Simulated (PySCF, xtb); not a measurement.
W(OH)2(H)4 (H6O2W), SMILES [OH][WH4][OH], multiplicity 1.

GFN2-xTB run with xtb 6.7.1 at its own geometry gives an orbital gap of 5.21 eV and a dipole moment of 2.60 D.

The structure is a stationary point at PBE0-D3(BJ)/def2-SVP. A frequency run showed that this geometry is not a minimum. The multiplicity is an assumed one; no other spin state was optimised. The structure was generated by enumeration; whether it is a known compound was not checked. The def2 effective core potentials stand for the cores of W; spin–orbit coupling is left out. One conformer was computed; it need not be the lowest.

Task: What does PBE/def2-TZVPD in PySCF give? (Estimate from the structure and the level; the computed values follow.)

Result: gap 3.36 eV (levels -6.29 and -2.92 eV), dipole 1.38 D.
